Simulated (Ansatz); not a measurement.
Cost and result up the ladder for Ga₁₀As₁₀H₂₈, a nanocrystal cut from zinc blende GaAs (hydrogen-capped) (48 atoms). Total charge 0; singlet. Geometry: r2SCAN-D4/def2-SVP.

```xyz
48

Ga   -2.594   -3.315   -2.178
Ga    0.120   -2.882    3.940
Ga    3.431    0.180    2.100
Ga   -0.390   -0.365   -4.112
Ga    2.857    1.550   -1.879
Ga    0.374   -1.090   -0.185
Ga   -3.263   -0.470    1.264
Ga   -0.309    1.539    2.757
Ga   -1.112    2.531   -0.901
Ga    2.193    4.223    1.021
As    0.241   -2.968    1.425
As   -0.457   -2.015   -2.314
As   -3.922   -1.676   -0.838
As    2.669   -0.279   -0.259
As   -0.269   -0.440    4.299
As    2.021    2.188    2.452
As    1.902    0.572   -3.985
As   -1.649    1.543   -3.156
As    1.245    3.206   -1.085
As   -1.139    0.628    0.617
H    -3.199   -3.417   -3.616
H    -2.328   -4.538   -1.238
H    -1.195   -3.634    4.316
H     1.556   -3.225    4.443
H     4.955    0.514    2.074
H     2.815   -1.008    2.930
H    -0.830   -0.787   -5.547
H     4.294    2.072   -2.190
H    -2.831   -1.615    2.255
H    -4.380    0.574    1.585
H    -1.293    2.603    3.348
H    -2.113    3.700   -0.635
H     3.697    4.524    0.707
H     1.161    5.283    1.529
H     1.353   -3.907    1.014
H    -0.911   -3.799    0.909
H     0.608   -3.003   -2.744
H    -5.241   -2.367   -0.573
H    -4.464   -0.647   -1.805
H     3.464   -1.425   -0.848
H     0.670   -0.036    5.412
H    -1.550   -0.345    5.095
H     2.401    2.676    3.835
H     2.825   -0.502   -4.512
H     2.075    1.549   -5.127
H    -1.651    2.627   -4.210
H    -3.115    1.187   -3.248
H     1.277    4.288   -2.145
```

Ansatz on 11 threads of AMD EPYC 7R13 on a shared host and a whole NVIDIA H100 80GB HBM3. Times are rough, and most runs start from the orbitals of an earlier one. PBE0-D4/def2-TZVP serves as the yardstick here, not as an exact answer. Differences are given only for rows in sets of like size (and for xTB, whose basis is part of the method), since another set adds its own error. Binding counts from free atoms at the same level (Ga doublet, As quartet, H doublet; other spins of the atoms weren't run), without zero-point energy or a counterpoise term.

Single mean-field runs in def2-SVP, def2-TZVP are fitted with def2-universal-jkfit.

| level | functions | wall time | binding energy per atom (eV) | difference from PBE0-D4/def2-TZVP (eV) |
| --- | --- | --- | --- | --- |
| PBE-D4/def2-SVP | 780 | 4 s | 2.60 | – |
| PBE0-D4/def2-SVP | 780 | 7 s | 2.60 | – |
| r2SCAN-D4/def2-TZVP | 1128 | 7 s | 2.62 | 0.03 |
| PBE-D4/def2-TZVP (with forces) | 1128 | 7.5 s | 2.60 | 0.00 |
| PBE0-D4/def2-TZVP (with forces) | 1128 | 17 s | 2.59 | 0.00 |
